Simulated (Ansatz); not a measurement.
Geometry optimisation, Ansatz, RKS PBE/def2-SVP.

input.yaml

```yaml
crystal:
  periodic: [false, false, false]
  atoms:
    - { symbol: C, position_ang: [-1.275, -1.146, 0.8622] }
    - { symbol: "N", position_ang: [-0.149, -0.3106, 1.1058] }
    - { symbol: C, position_ang: [0.4722, 0.3254, 0.1767] }
    - { symbol: Sn, position_ang: [0.0164, 0.3106, -1.8734] }
    - { symbol: Sb, position_ang: [2.2337, 1.4464, 0.729] }
    - { symbol: H, position_ang: [-1.6846, -1.5176, 1.8047] }
    - { symbol: H, position_ang: [-1.0556, -1.93, 0.1579] }
    - { symbol: H, position_ang: [-2.0896, -0.4488, 0.4158] }
    - { symbol: H, position_ang: [-1.6693, 0.9701, -1.9923] }
    - { symbol: H, position_ang: [1.0721, 1.274, -2.7665] }
    - { symbol: H, position_ang: [-0.0413, -1.3489, -2.435] }
    - { symbol: H, position_ang: [1.76311, 2.81341, -0.31843] }
    - { symbol: H, position_ang: [3.13464, 0.72924, -0.54726] }
basis:
  gaussian: { orbitals: def2-SVP }
hamiltonian:
  xc: pbe
relax:
  f_tol: 0.015
  max_steps: 40
```

Command:

```bash
$ ansatz run input.yaml --threads 2 --pin off --max-ram 3072MiB --backend cpu --events-out ev --progress --plain --runs-dir out
```

Question: Where does it end, and by what steps?

Answer: The run converged. After 21 steps the energy has fallen by 0.451 eV; H8 moved furthest, 1.08 Å.

```tsv
step	energy less start (eV)	largest force component (eV/Å)	accepted
0	0.0000	2.205	yes
1	-0.2569	0.975	yes
2	-0.3570	0.396	yes
3	-0.3686	0.165	yes
4	-0.3691	0.069	yes
5	-0.3704	0.093	yes
6	-0.3721	0.079	yes
7	-0.3870	0.148	yes
8	-0.3887	0.523	yes
9	-0.4181	0.542	yes
10	-0.3037	0.859	no
11	-0.4387	0.099	yes
12	-0.4460	0.038	yes
13	-0.4412	0.424	no
14	-0.4490	0.041	yes
15	-0.4473	0.224	no
16	-0.4500	0.053	yes
17	-0.4506	0.021	yes
18	-0.4507	0.027	yes
19	-0.4508	0.019	yes
20	-0.4508	0.023	yes
21	-0.4508	0.006	yes
```

```xyz
13
Properties=species:S:1:pos:R:3
C -1.367 -1.002 0.937
N -0.190 -0.198 1.141
C 0.465 0.323 0.186
Sn -0.016 0.140 -2.008
Sb 2.233 1.516 0.829
H -1.209 -2.006 1.385
H -1.652 -1.130 -0.140
H -2.222 -0.547 1.480
H -1.576 0.787 -2.407
H 1.186 1.058 -2.845
H 0.056 -1.500 -2.571
H 1.798 2.843 -0.210
H 3.222 0.882 -0.457
```

Whether the end is a true minimum wasn't checked by a vibrational analysis.

Run time: 74 s on 2 threads of Arm Neoverse V2, on a shared host, peak memory 0.19 GiB.
